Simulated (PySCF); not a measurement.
OV, neutral, multiplicity 4. Atoms are numbered in the order given.

```xyz
2

V      0.0000     0.0000    -0.4078
O      0.0000     0.0000     1.1723
```
Charge 0, spin multiplicity 4.

Coordinates come from a B3LYP-D3(BJ)/def2-TZVPD optimisation. The multiplicity is an assumed one; other spin states were not compared.

The numbers are results of CAM-B3LYP/def2-TZVPD in PySCF, not measurements.

Mulliken values depend strongly on the basis, most of all with diffuse functions as here. ESP charges are fitted to the potential on shells at 1.4 to 2.0 van der Waals radii. Atomic charges (e):

| atom | ESP fit | Mulliken | meta-Löwdin | Mulliken spin |
|---|---|---|---|---|
| V1 | 0.50 | 0.68 | … | 3.31 |
| O2 | -0.50 | -0.68 | … | -0.31 |

Problem. What belongs in the gaps? (Estimate from the structure and the level; the computed values follow.)

Solution. 
- V1, meta-Löwdin: 0.56
- O2, meta-Löwdin: -0.56
